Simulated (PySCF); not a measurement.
Match the calculated data to a structure.

All candidates are C7H14SSi.

| technique | computed result |
| --- | --- |
| Rotational structure | rotational constants A, B, C: 2.634, 0.705, 0.631 GHz [PBE0-D3(BJ)/def2-SVP] |
| Dipole | 1.91 D [wB97X-D/def2-SVPD] |
| 13C NMR | chemical shifts (computed TMS as zero) by class: 50.4 (1 C), 43.9 (1 C), 41.3 (1 C), 35.0 (1 C), 31.7 (1 C), 31.2 (1 C), 26.4 (1 C) ppm [GIAO PBE0/pcSseg-1] |
| UV, first state | lowest singlet excitation: 5.72 eV (217 nm, f = 0.004) [TDDFT wB97X-D/def2-SVPD] |
| NMR, other nuclei | isotropic shieldings of nuclei other than C and H, by class: 404 (1 Si), 615 (1 S) ppm [GIAO PBE0/pcSseg-1] |
| UV, strongest line | among the 10 lowest singlet transitions: S10 at 8.02 eV (155 nm, f = 0.123) [TDDFT wB97X-D/def2-SVPD] |
| Polarisability | 125.0 au [wB97X-D/def2-SVPD] |
| Triplet | lowest triplet excitation (Tamm–Dancoff): 5.36 eV [TDA wB97X-D/def2-SVPD] |

Gas-phase values; electronic properties from PySCF, density fitting. Levels stand in brackets. One conformer (not necessarily the lowest) at the PBE0-D3(BJ)/def2-SVP geometry, without solvent, vibrations or thermal averaging. Each NMR value is the plain mean over a class of atoms that symmetry, rotation or inversion makes alike.

Task: Which candidate is it?
A. `[SiH3]S[C@@H]1CC[C@H]2C[C@@H]1C2`
B. `[SiH3]SC1=CCCCCC1`
C. `[SiH3]S[C@@H]1CC12CCCC2`
D. `[SiH3]S[C@H]1CC=CCCC1`

Result: A. It is `[SiH3]S[C@@H]1CC[C@H]2C[C@@H]1C2`. Numbering: `[SiH3:1][S:2][C@@H:3]1[CH2:4][CH2:5][C@H:6]2[CH2:7][C@@H:8]1[CH2:9]2`. Its formula, C7H14SSi, gives 2 degrees of unsaturation: 2 rings and 0 π bonds in the structure found. 7 carbons fall into 7 classes; from least to most shielded: ring sp3 carbon bound to sulfur [C3] (50.4 ppm), sp3 carbon at a ring junction [C8] (43.9 ppm), four-membered-ring carbon [C7] (41.3 ppm), sp3 carbon at a ring junction [C6] (35.0 ppm), ring CH2 carbon [C5] (31.7 ppm), ring CH2 carbon [C4] (31.2 ppm), four-membered-ring carbon [C9] (26.4 ppm). The other shieldings belong to: 404 ppm, SiH3 silicon [Si1]; 615 ppm, sulfur bonded to C and Si [S2]. The optimised geometry has point group C1 and is an asymmetric top.

The others, at the same levels:
- `[SiH3]S[C@H]1CC=CCCC1` fails: its computed 13C shifts are 145.1 (1 C), 139.9 (1 C), 43.9 (1 C), 43.5 (1 C), 41.6 (1 C), 30.7 (1 C), 29.8 (1 C) ppm, lowest triplet excitation (Tamm–Dancoff) is 4.22 eV (against 5.36 eV) and strongest line among the 10 lowest singlet transitions is S3 at 6.69 eV (185 nm, f = 0.287) (against S10 at 8.02 eV).
- `[SiH3]S[C@@H]1CC12CCCC2` fails: its computed 13C shifts are 40.3 (1 C), 32.0 (1 C), 30.7 (1 C), 29.4 (1 C), 28.2 (1 C), 27.8 (1 C), 19.6 (1 C) ppm, strongest line among the 10 lowest singlet transitions is S8 at 7.63 eV (162 nm, f = 0.129) (against S10 at 8.02 eV) and rotational constant A is 1.666 GHz (against 2.634 GHz).
- `[SiH3]SC1=CCCCCC1` fails: its computed 13C shifts are 152.9 (1 C), 145.7 (1 C), 41.6 (1 C), 35.9 (1 C), 32.3 (1 C), 28.1 (1 C), 27.7 (1 C) ppm, lowest singlet excitation is 5.50 eV (225 nm, f = 0.023) (against 5.72 eV) and lowest triplet excitation (Tamm–Dancoff) is 3.94 eV (against 5.36 eV).
